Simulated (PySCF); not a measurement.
GeHBr, SMILES [GeH][Br] (connectivity only; charge and spin as stated), neutral, multiplicity 1. Heavy atoms are numbered as in [GeH:1][Br:3]. Hydrogens are named by the atom that carries them.

Geometry: PBE0-D3(BJ)/def2-TZVP.

Computed with CAM-B3LYP/def2-TZVPD (PySCF).

Mulliken values depend strongly on the basis, most of all with diffuse functions as here. ESP charges are fitted to the potential on shells at 1.4 to 2.0 van der Waals radii. Atomic charges (e), one atom of each kind:

| atom | ESP fit | Mulliken | IAO |
|---|---|---|---|
| Ge1 (GeH) | (withheld) | 0.28 | 0.37 |
| H on Ge1 | (withheld) | 0.00 | -0.12 |
| Br3 | (withheld) | -0.28 | -0.25 |

Task: Complete the blanks. (The exact figures need the calculation; the answer reports its results.)

Result: 
- Ge1 (GeH), ESP fit: 0.22
- H on Ge1, ESP fit: -0.05
- Br3, ESP fit: -0.17
